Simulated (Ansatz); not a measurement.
## Nudged elastic band run: AlFH$_{3}$NTe

The input (input.yaml):

```yaml
crystal:
  periodic: [false, false, false]
  atoms:
    - { symbol: "N", position_ang: [-0.746285, 0.880915, 1.043424] }
    - { symbol: Al, position_ang: [0.355354, -0.040577, 0.003017] }
    - { symbol: F, position_ang: [2.004609, 0.032075, 0.321504] }
    - { symbol: Te, position_ang: [-0.474951, -1.455769, -1.935927] }
    - { symbol: H, position_ang: [-0.438168, 1.454776, 1.831753] }
    - { symbol: H, position_ang: [-1.762968, 0.921883, 0.951539] }
    - { symbol: H, position_ang: [1.123709, -1.861201, -2.260912] }
basis:
  gaussian: { orbitals: def2-SVP }
hamiltonian:
  xc: pbe
neb:
  order_check: false
  images: 5
  f_tol: 0.05
  max_iterations: 60
  final_atoms:
    - { symbol: "N", position_ang: [-0.64551966, 0.70257522, 0.83170308] }
    - { symbol: Al, position_ang: [0.79856796, -0.00714657, 0.08739714] }
    - { symbol: F, position_ang: [2.30282435, 0.35039713, 0.74741755] }
    - { symbol: Te, position_ang: [0.75807706, -1.54528872, -1.93148707] }
    - { symbol: H, position_ang: [-0.62387504, 1.31049351, 1.65375454] }
    - { symbol: H, position_ang: [-1.60620906, 0.57146579, 0.51035387] }
    - { symbol: H, position_ang: [-0.92256561, -1.45039435, -1.94474112] }
  initial_path:
    images:
      - { positions_ang: [[-0.746285, 0.880915, 1.043424], [0.355354, -0.040577, 0.003017], [2.004609, 0.032075, 0.321504], [-0.474951, -1.455769, -1.935927], [-0.438168, 1.454776, 1.831753], [-1.762968, 0.921883, 0.951539], [1.123709, -1.861201, -2.260912]] }
      - { positions_ang: [[-0.67733395, 0.92964425, 0.9135247], [0.45342843, -0.10693338, 0.00680953], [2.12096218, -0.02185032, 0.37302198], [-0.34657013, -1.68995316, -1.80339516], [-0.49765318, 1.29494644, 1.77739711], [-1.6866916, 0.88078904, 0.73147852], [0.69515823, -1.35454086, -2.04443868]] }
      - { positions_ang: [[-0.6083829, 0.9783735, 0.78362539], [0.55150286, -0.17328977, 0.01060206], [2.23731537, -0.07577564, 0.42453995], [-0.21818925, -1.92413732, -1.67086331], [-0.55713835, 1.13511688, 1.72304122], [-1.61041519, 0.83969507, 0.51141804], [0.26660747, -0.84788073, -1.82796536]] }
      - { positions_ang: [[-0.53943185, 1.02710275, 0.65372609], [0.64957729, -0.23964615, 0.01439459], [2.35366855, -0.12970096, 0.47605793], [-0.08980838, -2.15832148, -1.53833147], [-0.61662353, 0.97528732, 1.66868533], [-1.53413879, 0.79860111, 0.29135756], [-0.1619433, -0.34122059, -1.61149204]] }
      - { positions_ang: [[-0.57479445, 0.91892691, 0.71305175], [0.69924085, -0.16214629, 0.03872877], [2.33672049, 0.03033174, 0.56651114], [0.1928201, -1.95397723, -1.66938334], [-0.6190407, 1.08702271, 1.6637084], [-1.55816221, 0.72288934, 0.36435633], [-0.41548407, -0.71094518, -1.72257507]] }
      - { positions_ang: [[-0.61015706, 0.81075106, 0.77237742], [0.7489044, -0.08464643, 0.06306296], [2.31977242, 0.19036443, 0.65696435], [0.47544858, -1.74963298, -1.8004352], [-0.62145787, 1.19875811, 1.65873147], [-1.58218564, 0.64717756, 0.4373551], [-0.66902484, -1.08066976, -1.83365809]] }
      - { positions_ang: [[-0.64551966, 0.70257522, 0.83170308], [0.79856796, -0.00714657, 0.08739714], [2.30282435, 0.35039713, 0.74741755], [0.75807706, -1.54528872, -1.93148707], [-0.62387504, 1.31049351, 1.65375454], [-1.60620906, 0.57146579, 0.51035387], [-0.92256561, -1.45039435, -1.94474112]] }
```

Command:

```bash
$ ansatz run input.yaml --threads 2 --pin off --max-ram 3072MiB --backend cpu --events-out ev --progress --plain --runs-dir out
```

Output, in part (warnings, iteration lines, the closing report on the highest movable image, with atoms numbered from 0):

```
NEB end point (image 0): max|allowed force component| = 2.710e-3 eV/Å (the criterion of neb.relax_end_points is 1.000e-2)
NEB end point (image 6): max|allowed force component| = 7.085e-3 eV/Å (the criterion of neb.relax_end_points is 1.000e-2)
NEB iter   1: max|band force component| = 2.967e1 eV/Å  barrier→ = 6.6267 eV  barrier← = 6.6290 eV  Δτ_max = 0.1948 Å  (196 SCF iters)
NEB iter   2: max|band force component| = 1.191e1 eV/Å  barrier→ = 2.2149 eV  barrier← = 2.2172 eV  Δτ_max = 0.1966 Å  (167 SCF iters)
NEB iter   3: max|band force component| = 5.628e0 eV/Å  barrier→ = 0.8495 eV  barrier← = 0.8518 eV  Δτ_max = 0.1983 Å  (165 SCF iters)
NEB iter   4: max|band force component| = 2.503e0 eV/Å  barrier→ = 0.3323 eV  barrier← = 0.3346 eV  Δτ_max = 0.1973 Å  (170 SCF iters)
NEB iter   5: max|band force component| = 6.828e-1 eV/Å  barrier→ = 0.2445 eV  barrier← = 0.2468 eV  Δτ_max = 0.1989 Å  (140 SCF iters)
NEB iter   6: max|band force component| = 2.649e-1 eV/Å  barrier→ = 0.1698 eV  barrier← = 0.1721 eV  CI = image 3  Δτ_max = 0.1992 Å  (143 SCF iters)
NEB iter   7: max|band force component| = 1.191e-1 eV/Å  barrier→ = 0.1278 eV  barrier← = 0.1301 eV  CI = image 3  Δτ_max = 0.1769 Å  (142 SCF iters)
NEB iter   8: max|band force component| = 1.037e-1 eV/Å  barrier→ = 0.1140 eV  barrier← = 0.1163 eV  CI = image 3  Δτ_max = 0.0602 Å  (142 SCF iters)
NEB iter   9: max|band force component| = 1.030e-1 eV/Å  barrier→ = 0.1124 eV  barrier← = 0.1147 eV  CI = image 3  Δτ_max = 0.0409 Å  (142 SCF iters)
NEB iter  10: max|band force component| = 6.146e-2 eV/Å  barrier→ = 0.1123 eV  barrier← = 0.1146 eV  CI = image 3  Δτ_max = 0.0093 Å  (136 SCF iters)
NEB iter  11: max|band force component| = 3.317e-2 eV/Å  barrier→ = 0.1121 eV  barrier← = 0.1144 eV  CI = image 3  Δτ_max = 0.0000 Å  (272 SCF iters)
Total energy: -18135.81557077 eV, -666.4789293287 hartree
Atom 0 at    -0.644948     0.769585     0.963060 Å, force     0.029304    -0.005504     0.009120 eV/Å
Atom 1 at     0.566745    -0.267083     0.188480 Å, force    -0.031287    -0.000326     0.004104 eV/Å
Atom 2 at     2.150781    -0.093178     0.722558 Å, force     0.016886     0.000088     0.000265 eV/Å
Atom 3 at    -0.055772    -1.971065    -1.616385 Å, force     0.001723     0.003375     0.008023 eV/Å
Atom 4 at    -0.436764     1.465603     1.683650 Å, force    -0.011538    -0.000799    -0.009493 eV/Å
Atom 5 at    -1.644001     0.754951     0.749365 Å, force    -0.004916    -0.000752    -0.005593 eV/Å
Atom 6 at     0.125259    -0.726710    -2.736331 Å, force    -0.000172     0.003917    -0.006427 eV/Å
Dipole moment:    -0.427652     0.239768     0.089614 e Å
```

The run converged. A vibrational analysis at the climbing image gives one clearly imaginary mode, 161i cm⁻¹: a first-order saddle point.

Final band:

| image | path coordinate (Å) | energy (eV) |
| --- | --- | --- |
| 0 | 0.00 | 0.000 |
| 1 | 0.65 | 0.023 |
| 2 | 1.30 | 0.079 |
| 3 | 1.95 | 0.112 |
| 4 | 2.56 | 0.081 |
| 5 | 3.16 | 0.020 |
| 6 | 3.77 | -0.002 |

Run time: 52 s on 2 threads of Intel(R) Xeon(R) Platinum 8488C (Sapphire Rapids), on a shared host, peak memory 0.15 GiB.
